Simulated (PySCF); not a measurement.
Stationary points of In₂Se

Level of theory: PBE0/[Se def2-TZVP, In def2-TZVP with ECP28], scalar-relativistic core potentials, density fitting, no spin–orbit coupling, PySCF.

Relaxations began from a few typed shapes. The search is not exhaustive: other isomers or separated fragments can lie lower, and high-lying points may rest on an excited occupation.

```csv
spin,group,bonds,angles,imaginary modes (cm⁻¹),ΔE (kJ/mol),ΔE with ZPE (kJ/mol)
singlet,C2v,Se–In 2.580 Å (×2),In–Se–In 117.3°,none,0.0,0.0
singlet,D∞h,Se–In 2.567 Å (×2),In–Se–In 180.0°,"30i, 30i",8.9,–
```

The lowest minimum found is the singlet C2v: Se–In 2.580 Å (×2); In–Se–In 117.3°.
